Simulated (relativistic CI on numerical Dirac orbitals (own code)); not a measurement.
## d1 to d9 in one octahedral field

Computed with a parametric ligand-field model without spin-orbit coupling, by exact diagonalisation: B = 780, C = 3440, 10Dq = 24000 cm⁻¹ (Oh; |10Dq|/B = 30.8) for every shell. Energies in cm⁻¹; the field energy is (0.6 n_e − 0.4 n_t2) × 10Dq of the ground term; g labels are left out.

```csv
Shell,Ground term,Electrons in e,Field energy,First spin-allowed bands,Lowest term of other spin
d1,2T2,0.000,-9600,2E 24000,
d2,3T1,0.021,-18688,"3T2 22351, 3T1 32401",1T2 11940
d3,4A2,0.000,-28800,"4T2 24000, 4T1 32156",2E 16197
d4,3T1,0.034,-37592,"3E 21012, 3T1 21903",5E 3307
d5,2T2,0.059,-46573,"2A2 20080, 2T1 20346",6A1 4235
d6,1A1,0.045,-56521,"1T1 21798, 1T2 31903",3T1 14412
d7,2E,1.033,-42408,"2T1 21610, 2T2 22370",4T1 7594
d8,3A2,2.000,-28800,"3T2 24000, 3T1 32156",1E 12971
d9,2E,3.000,-14400,2T2 24000,
```

Low spin: d4, d5, d6, d7; the other shells keep the spin of the free ion. Only d4 to d7 can choose; the field needed to pair spins is smallest for d6 and largest for d5, which loses most exchange energy. In the strong-field picture 10Dq must exceed about 6B + 5C = 21880 (d4), 7.5B + 5C = 23050 (d5), 2.5B + 4C = 15710 (d6) and 4B + 4C = 16880 (d7); mixing of terms shifts these bounds somewhat.
